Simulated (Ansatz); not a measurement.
A series at Si: from `Br[Si](Br)(Br)Br`, ligands are replaced one by one, each step taking up HCl and setting free HBr; n counts the steps. Ansatz, PBE0-D4/def2-TZVP geometries.

CBS adds triple-zeta CCSD(T) − MP2 to the MP2 limit, frozen cores; atoms without spin–orbit coupling. Outer-core shells of Br are correlated without core-valence functions. Scalar relativity is left out up to krypton. Spin–orbit coupling is left out.

```csv
n,molecule,"atomization energy, CCSD(T)/CBS (kJ/mol)"
0,`Br[Si](Br)(Br)Br`,?
1,`Cl[Si](Br)(Br)Br`,1457.6
2,`Cl[Si](Cl)(Br)Br`,1511.3
3,`Cl[Si](Cl)(Cl)Br`,1565.4
4,`Cl[Si](Cl)(Cl)Cl`,1619.8
```

Q: By hand: fit a straight line y = ȳ + b (n − n̄) to the 4 given rows and predict n = 0.

A: n̄ = 2.500, ȳ = 1538.53; Σ(n − n̄)(y − ȳ) = 270.35, Σ(n − n̄)² = 5.000, so b = 54.07 kJ/mol a step. Prediction: 1538.53 + (54.07) × (-2.500) = 1403.4 kJ/mol.

Q: By hand: compare with the computed value, 1404.2 kJ/mol, and give the steps along the whole series.

A: The line misses by 0.8 kJ/mol (computed minus predicted). Steps: 53.4, 53.7, 54.1, 54.4 kJ/mol.

The steps differ by at most 1.0 kJ/mol, 1.9 % of a mean step, so the ligands' effects nearly add and a line is close. The miss is 0.4 % of the series' range. The energies themselves are unsure by some kJ/mol a bond, though much of that is common to the series.
